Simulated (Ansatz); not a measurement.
`[F][K]` + CH₃OH → `C[O][K]` + H–F at 700 K and 1 bar (ligand exchange at a K–F bond).

Program: Ansatz. Geometries: PBE0-D4/def2-TZVP. ΔE: electronic, gas phase. CCSD(T)/CBS adds triple-zeta CCSD(T) − MP2 to the extrapolated MP2 energy (def2 sets, frozen cores). This one scheme is used for every species. For K outer-core shells are correlated without core-valence functions, which leaves a few kJ/mol of doubt a bond. Scalar relativity is left out up to krypton.

| species | CCSD(T)/CBS energy (Eh) | H − E (kJ/mol) | S (J/(mol·K)) |
| --- | --- | --- | --- |
| `[F][K]` | -699.28088 | 26.6 | 257.4 |
| CH₃OH | -115.61712 | 170.8 | 288.5 |
| `C[O][K]` | -714.47647 | 147.2 | 340.6 |
| H–F | -100.39570 | 45.2 | 198.5 |

H − E and S are ideal-gas, rigid-rotor, harmonic terms from PBE0-D4/def2-TZVP. 1 Eh = 2625.50 kJ/mol, R = 8.31446 J/(mol·K).

Q: By hand: ΔE, ΔH, ΔS and ΔG.

A: ΔE = (-714.47647) + (-100.39570) − (-699.28088) − (-115.61712) = 0.02583 Eh = 67.8 kJ/mol. Δ(H − E) = 147.2 + 45.2 − 26.6 − 170.8 = -5.0, so ΔH = 62.8 kJ/mol. ΔS = 340.6 + 198.5 − 257.4 − 288.5 = -6.8 J/(mol·K). ΔG = 62.8 − 700 × (-6.8)/1000 = 67.6 kJ/mol.

Q: By hand: the equilibrium constant, and the temperature at which ΔG would vanish if ΔH and ΔS stayed fixed.

A: log₁₀ K = −ΔG/(RT ln 10) = -5.0. ΔH and −TΔS have one sign here, so there is no such temperature.

The number of gas molecules stays the same, so ΔS is small and ΔH decides. A doubt of 5 kJ/mol in ΔE shifts log₁₀ K by 0.4 here. These are equilibria of isolated gas molecules and say nothing of rates. Largest T1 diagnostic: 0.012 (customary marks: 0.02 for closed shells, 0.045 for open ones).
